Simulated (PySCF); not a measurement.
CH3BrFIn. Atoms are numbered in the order given.

```xyz
7

In    -0.0428     0.6653     0.0000
F     -1.9278     1.2031     0.0000
Br     0.1407    -1.8047     0.0000
C      1.5283     2.1104     0.0000
H      2.4991     1.5997     0.0000
H      1.4264     2.7366    -0.8968
H      1.4264     2.7366     0.8968
```

The structure is a stationary point at PBE0-D3(BJ)/def2-SVP. The def2 effective core potentials stand for the cores of In; spin–orbit coupling is left out.

These are IEF-PCM-PBE0/def2-SVP run with PySCF 2.14.0 values and carry that method's errors.

The values are the electrostatic part of the solvation free energy, E(continuum) − E(gas) at the gas-phase geometry, in a cavity of scaled van der Waals radii (PySCF's table); cavitation and dispersion terms are not included. A continuum can't describe solvent molecules that bind to the metal. In vacuum the orbital gap is 6.54 eV. The dipole moment in vacuum is 3.89 D.

Computed values in water (ε = 78.36), n-hexane (ε = 1.88), dimethylsulfoxide (ε = 46.83):
```csv
solvent,ε,ΔG(elec) (kcal/mol),dipole (D),gap (eV)
water,78.36,-9.9,4.93,6.88
n-hexane,1.88,-3.6,4.28,6.68
dimethylsulfoxide,46.83,-9.8,4.92,6.88
```
